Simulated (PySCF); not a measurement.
Stepwise substitution at one centre (B Br-I). Isolated molecules, 0 K electronic values unless said otherwise. Strings in code marks are SMILES.

The numbers are results of B3LYP-D3(BJ)/def2-TZVP run with PySCF, not measurements. All candidates: neutral, multiplicity 1. B3LYP has the VWN-RPA correlation part, as in Gaussian. Delta-SCF ions had no search for a lower state. Excitations are Tamm–Dancoff values on a coarser integration grid. The basis has no diffuse functions, so Rydberg states are missing or too high.

```yaml
brightest of the four lowest singlets (TDA): 4.58 eV
HOMO–LUMO gap: 4.50 eV
vertical ionisation energy (Delta-SCF): 9.06 eV
```

**Question.** Name which member has these values.
A) `IB(I)I`
B) `BrB(Br)Br`
C) `BrB(I)I`
D) `BrB(Br)I`

**Answer.** A, `IB(I)I`. The others give `BrB(Br)Br`: 5.89 eV, 5.77 eV, 10.22 eV; `BrB(Br)I`: 5.00 eV, 5.13 eV, 9.69 eV; `BrB(I)I`: 4.68 eV, 4.78 eV, 9.32 eV
